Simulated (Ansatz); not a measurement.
Cost and result up the ladder for Cd₅Te₄I₂, a halide-capped cluster cut from zinc blende CdTe (2 I on the cations) (11 atoms). The state is a singlet with charge 0. Geometry: PBE-D4/def2-SVP.

```
atom   x (Å)   y (Å)   z (Å)
 Cd1   1.991   1.981   1.362
 Cd2   2.855  -0.475  -1.073
 Cd3   1.296  -1.286   1.794
 Cd4  -1.726   1.302   0.999
 Cd5  -0.759  -1.505  -1.692
 Te6   3.806  -0.126   1.521
 Te7  -0.103   3.524   1.153
 Te8   1.455  -0.912  -3.230
 Te9  -1.258  -1.568   1.169
 I10  -4.388   1.291   0.630
 I11  -3.170  -2.226  -2.634
```

Ansatz on 2 threads of AMD EPYC 7R13 on a shared host and a share (18 GiB) of an NVIDIA H100 80GB HBM3. Times are rough, and most runs start from the orbitals of an earlier one. PBE0-D4/def2-TZVP serves as the yardstick here, not as an exact answer. Differences are given only for rows in sets of like size (and for xTB, whose basis is part of the method), since another set adds its own error. Binding counts from free atoms at the same level (Cd singlet, Te triplet, I doublet; other spins of the atoms weren't run), without zero-point energy or a counterpoise term.

In the def2 sets Cd, I, Te take a core potential; there is no spin–orbit coupling. Correlated methods freeze 24 core orbitals; core or outer-core shells of Cd, Te, I are correlated, in sets that lack core-valence functions. Single mean-field runs in def2-TZVP are fitted with def2-universal-jkfit.

Correlated methods converge slowly with the basis.

| level | functions | wall time |
| --- | --- | --- |
| PBE-D4/def2-SVP | 311 | 6 s |
| B97M-V/def2-TZVP | 500 | 7 s |
| PBE0-D4/def2-SVP | 311 | 7.5 s |
| revPBE-D4/def2-TZVP | 500 | 8 s |
| PBE-D4/def2-TZVP | 500 | 8.5 s |
| PBE0-D4/def2-TZVP (with forces) | 500 | 11 s |
| PBE-QIDH/def2-TZVP | 500 | 12 s |
| r2SCAN-D4/def2-TZVP (with forces) | 500 | 12 s |
| MP2/def2-TZVP | 500 | 13 s |
| RPA@PBE/def2-TZVP | 500 | 17 s |

Q: Estimate what each level gives for the binding energy per atom (eV).

A: 
| level | binding energy per atom (eV) | difference from PBE0-D4/def2-TZVP (eV) |
| --- | --- | --- |
| PBE-D4/def2-SVP | 1.64 | – |
| B97M-V/def2-TZVP | 1.48 | -0.16 |
| PBE0-D4/def2-SVP | 1.64 | – |
| revPBE-D4/def2-TZVP | 1.52 | -0.13 |
| PBE-D4/def2-TZVP | 1.64 | -0.01 |
| PBE0-D4/def2-TZVP (with forces) | 1.64 | 0.00 |
| PBE-QIDH/def2-TZVP | 1.65 | 0.01 |
| r2SCAN-D4/def2-TZVP (with forces) | 1.64 | 0.00 |
| MP2/def2-TZVP | 1.64 | 0.00 |
| RPA@PBE/def2-TZVP | 1.30 | -0.34 |
